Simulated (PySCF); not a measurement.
# Electron correlation in Ga (gallium, neutral)

[Ar] 3d10 4s2 5s1, 2S determinant (an excited configuration). Computed with PySCF 2.14 in aug-cc-pVDZ-DK, with the spin-free X2C one-electron Hamiltonian (Gaussian nucleus). Frozen: [Ar] 3d10; 3 electrons correlated.

MP2 pair energies summed by pair of shells (mhartree):

```json
{"pair": "4s-4s", "energy": "-23.37", "share (%)": "81.0"}
{"pair": "4s-5s", "energy": "-5.49", "share (%)": "19.0"}
```

Total MP2 correlation energy: -28.86 mhartree.

Same-spin part -2.05 and opposite-spin part -26.81 mhartree; SCS-MP2 scales them by 1/3 and 6/5 to -32.85 mhartree.
